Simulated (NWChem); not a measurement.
System: ethylmethylamine (C3H9N); SMILES CCNC

Output (shortened):

```
             Northwest Computational Chemistry Package (NWChem) 7.3.0
             --------------------------------------------------------

 C1  symmetry detected

                             Geometry "geometry" -> ""
                             -------------------------

 Output coordinates in angstroms (scale by  1.889725989 to convert to a.u.)

  No.       Tag          Charge          X              Y              Z
 ---- ---------------- ---------- -------------- -------------- --------------
    1 C                    6.0000     0.16203879     1.88933943    -0.02971828
    2 C                    6.0000    -0.49621088     0.52425788     0.02559549
    3 N                    7.0000     0.47757831    -0.53744305    -0.07132611
    4 C                    6.0000    -0.08252314    -1.86276700    -0.01291941
    5 H                    1.0000     0.75617634     1.99396730    -0.94988435
    6 H                    1.0000    -0.58694876     2.69466357    -0.00115464
    7 H                    1.0000     0.84043461     2.03943228     0.82672820
    8 H                    1.0000    -1.12666631     0.45117387     0.94329367
    9 H                    1.0000    -1.19814873     0.42006146    -0.82170893
   10 H                    1.0000     1.18315389    -0.42220246     0.65306673
   11 H                    1.0000     0.71949205    -2.61585278    -0.04726992
   12 H                    1.0000    -0.72756724    -2.03731846    -0.89055011
   13 H                    1.0000    -0.70280260    -2.06680533     0.88901530

 Effective nuclear repulsion energy (a.u.)     133.2714913358

  xc_inp: hfexch multiplicative factor not found.

                                 NWChem DFT Module
                                 -----------------

 Summary of "ao basis" -> "ao basis" (spherical)
 ------------------------------------------------------------------------------
       Tag                 Description            Shells   Functions and Types
 ---------------- ------------------------------  ------  ---------------------
 C                         def2-tzvp                11       31   5s3p2d1f
 N                         def2-tzvp                11       31   5s3p2d1f
 H                         def2-tzvp                 4        6   3s1p

            General Information
            -------------------
          SCF calculation type: DFT
          Wavefunction type:  closed shell.
          No. of atoms     :    13
          No. of electrons :    34
           Alpha electrons :    17
            Beta electrons :    17
          Charge           :     0
          Spin multiplicity:     1
          Use of symmetry is: off; symmetry adaption is: off
          Maximum number of iterations: 150
          AO basis - number of functions:   178
                     number of shells:    80
          Convergence on energy requested:  1.00D-06
          Convergence on density requested:  1.00D-05
          Convergence on gradient requested:  5.00D-04

              XC Information
              --------------
                     Hartree-Fock (Exact) Exchange  1.000

      Superposition of Atomic Density Guess
      -------------------------------------

 Sum of atomic energies:        -171.82381923

      Non-variational initial energy
      ------------------------------

 Total energy =    -174.615368
 1-e energy   =    -493.042495
 2-e energy   =     185.155636
 HOMO         =      -0.284116
 LUMO         =       0.071679

------------------------------------------------------------
EAF file 0: "./job.aoints.0" size=621281280 bytes
------------------------------------------------------------
               write      read    awrite     aread      wait
               -----      ----    ------     -----      ----
     calls:     1185         0         0         0         0
   data(b): 6.21e+08  0.00e+00  0.00e+00  0.00e+00
   time(s): 0.00e+00  0.00e+00  0.00e+00  0.00e+00  0.00e+00
rate(mb/s): 0.00e+00  0.00e+00
------------------------------------------------------------

     ---------------------------------------------
      Total Density - Mulliken Population Analysis
     ---------------------------------------------

    Atom       Charge   Shell Charges
 -----------   ------   -------------------------------------------------------
    1 C    6     6.52   0.86  1.12  0.56  0.66  0.14  1.27  1.42  0.44  0.01  0.04  0.00
    2 C    6     6.12   0.86  1.12  0.54  0.64  0.10  1.16  1.25  0.31  0.02  0.10  0.01
    3 N    7     7.51   0.82  1.16  0.57  0.83  0.16  1.54  1.80  0.59  0.01  0.05  0.00
    4 C    6     6.34   0.86  1.12  0.55  0.65  0.13  1.20  1.33  0.41  0.02  0.06  0.01
    5 H    1     0.84   0.24  0.44  0.13  0.02
    6 H    1     0.83   0.24  0.44  0.12  0.02
    7 H    1     0.83   0.24  0.44  0.13  0.02
    8 H    1     0.88   0.25  0.46  0.15  0.02
    9 H    1     0.86   0.25  0.46  0.14  0.02
   10 H    1     0.72   0.23  0.36  0.09  0.03
   11 H    1     0.84   0.24  0.45  0.13  0.02
   12 H    1     0.85   0.25  0.45  0.13  0.02
   13 H    1     0.86   0.24  0.45  0.15  0.02

   convergence    iter        energy       DeltaE   RMS-Dens  Diis-err
 ---------------- ----- ----------------- --------- --------- ---------
 d= 0,ls=0.0,diis     1   -173.2925440771 -3.07D+02  1.88D-03  3.20D-01
 d= 0,ls=0.0,diis     2   -173.3381789309 -4.56D-02  8.00D-04  3.61D-02
 d= 0,ls=0.0,diis     3   -173.3427586581 -4.58D-03  2.66D-04  7.54D-03
 d= 0,ls=0.0,diis     4   -173.3436989692 -9.40D-04  7.42D-05  1.16D-04
 d= 0,ls=0.0,diis     5   -173.3437246505 -2.57D-05  2.92D-05  1.30D-05
  Resetting Diis
 d= 0,ls=0.0,diis     6   -173.3437276215 -2.97D-06  9.53D-06  8.10D-07
 d= 0,ls=0.0,diis     7   -173.3437278891 -2.68D-07  2.40D-06  8.62D-08

         Total DFT energy =     -173.343727889082
      One electron energy =     -497.293916872833
           Coulomb energy =      216.081421471257
    Exchange-Corr. energy =      -25.402723823306
 Nuclear repulsion energy =      133.271491335800

 Numeric. integr. density =        0.000000000000

                       DFT Final Molecular Orbital Analysis
                       ------------------------------------

 Vector   15  Occ=2.000000D+00  E=-4.909305D-01
              MO Center= -4.8D-02,  3.6D-01, -1.2D-02, r^2= 3.6D+00
   Bfn.  Coefficient  Atom+Function         Bfn.  Coefficient  Atom+Function
  ----- ------------  ---------------      ----- ------------  ---------------
     7      0.230650   1 C  py               38     -0.227808   2 C  py
    10      0.204642   1 C  py               41     -0.194229   2 C  py
   100     -0.161075   4 C  py               69      0.149031   3 N  py
    72      0.137439   3 N  py              103     -0.134671   4 C  py
   162      0.131712  11 H  s                44     -0.098201   2 C  py

 Vector   16  Occ=2.000000D+00  E=-4.833732D-01
              MO Center= -1.1D-01,  6.8D-01,  5.4D-03, r^2= 3.5D+00
   Bfn.  Coefficient  Atom+Function         Bfn.  Coefficient  Atom+Function
  ----- ------------  ---------------      ----- ------------  ---------------
    39     -0.185441   2 C  pz              150      0.182479   9 H  s
     8      0.179581   1 C  pz              138      0.170466   7 H  s
    42     -0.159982   2 C  pz               11      0.155253   1 C  pz
   126     -0.117230   5 H  s               149      0.114357   9 H  s
   137      0.107206   7 H  s               144     -0.106824   8 H  s

 Vector   17  Occ=2.000000D+00  E=-3.640065D-01
              MO Center=  1.9D-01, -5.6D-01, -2.8D-02, r^2= 2.1D+00
   Bfn.  Coefficient  Atom+Function         Bfn.  Coefficient  Atom+Function
  ----- ------------  ---------------      ----- ------------  ---------------
    70      0.321841   3 N  pz               73      0.300203   3 N  pz
    76      0.252638   3 N  pz               74     -0.172906   3 N  px
    68     -0.158666   3 N  px               71     -0.156420   3 N  px
   145     -0.141547   8 H  s               144     -0.139730   8 H  s
    66     -0.133279   3 N  s               175     -0.133751  13 H  s

 Vector   18  Occ=0.000000D+00  E= 1.380048D-01
              MO Center=  9.5D-02,  2.1D-01,  5.8D-01, r^2= 8.7D+00
   Bfn.  Coefficient  Atom+Function         Bfn.  Coefficient  Atom+Function
  ----- ------------  ---------------      ----- ------------  ---------------
     5      3.139751   1 C  s                36      2.245065   2 C  s
    98      2.088804   4 C  s               139     -1.398118   7 H  s
   145     -1.358188   8 H  s               151     -1.227289   9 H  s
   157     -1.074069  10 H  s               127     -1.060655   5 H  s
   133     -1.051462   6 H  s               175     -0.980274  13 H  s

 Vector   19  Occ=0.000000D+00  E= 1.607202D-01
              MO Center= -1.3D-01, -3.0D-01,  7.6D-02, r^2= 1.2D+01
   Bfn.  Coefficient  Atom+Function         Bfn.  Coefficient  Atom+Function
  ----- ------------  ---------------      ----- ------------  ---------------
     5      5.651544   1 C  s                98     -5.105616   4 C  s
   169      1.891726  12 H  s               175      1.789524  13 H  s
    36     -1.773715   2 C  s               139     -1.690016   7 H  s
   133     -1.518177   6 H  s               163      1.468421  11 H  s
   127     -1.415346   5 H  s                44     -1.216082   2 C  py

 Vector   20  Occ=0.000000D+00  E= 1.742675D-01
              MO Center=  2.3D-02,  3.7D-02,  8.7D-02, r^2= 8.5D+00
   Bfn.  Coefficient  Atom+Function         Bfn.  Coefficient  Atom+Function
  ----- ------------  ---------------      ----- ------------  ---------------
    36      3.138528   2 C  s               151     -2.053882   9 H  s
    67     -1.940795   3 N  s               157      1.681063  10 H  s
   145     -1.080660   8 H  s               133     -0.973100   6 H  s
   169     -0.628689  12 H  s               163      0.560082  11 H  s
    76     -0.481045   3 N  pz               13      0.463346   1 C  py

[...]
```

Level: Hartree-Fock/def2-TZVP. All runs use the structure optimised with PBE0/def2-SVP.

Write an input that gives this output.

One answer among several that fit: the input that was run:
```
start job
memory heap 200 mb stack 900 mb global 1100 mb
geometry units angstroms noautoz
  C      0.162318     1.889408    -0.028706
  C     -0.495819     0.524239     0.025784
  N      0.478538    -0.537347    -0.066583
  C     -0.081471    -1.862733    -0.008700
  H      0.759646     1.993174    -0.946902
  H     -0.586943     2.694594    -0.003633
  H      0.837682     2.040580     0.829944
  H     -1.129463     0.452006     0.941351
  H     -1.194767     0.418968    -0.823856
  H      1.181551    -0.421164     0.660147
  H      0.720826    -2.615675    -0.039431
  H     -0.723404    -2.038379    -0.888391
  H     -0.704855    -2.065935     0.891281
end
basis spherical
  * library def2-tzvp
end
dft
  xc hfexch
  iterations 150
  semidirect filesize 400000000
  mulliken
end
task dft energy
```
